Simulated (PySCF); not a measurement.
Computed shifts of a molecule C4H6Si, B3LYP/pcSseg-1 in PySCF, GIAO, gas phase, atoms alike by connectivity averaged where their shifts nearly agree, in ppm (number of nuclei): ¹³C: 147.4 (1), 142.0 (1), 104.4 (1), 85.4 (1). ²⁹Si: -66.2 (1). ¹H: 6.51 (1), 6.47 (2), 4.84 (1), 4.60 (1), 2.56 (1). References: ¹³C against TMS (σ = 181.3 ppm); ²⁹Si against TMS (σ = 338.7 ppm); ¹H against TMS (σ = 31.68 ppm), references at their B3LYP-D3(BJ)/def2-TZVP geometries, non-relativistic. Geometry: PBE0-D3(BJ)/def2-SVP. The values are those of a single conformer.

Q: Identify the compound among the candidates.
A. C#CC(=C)[SiH3]
B. C1=C[SiH2]C=C1
C. C=CC#C[SiH3]
D. C#C[SiH2]C=C

A: D, C#C[SiH2]C=C
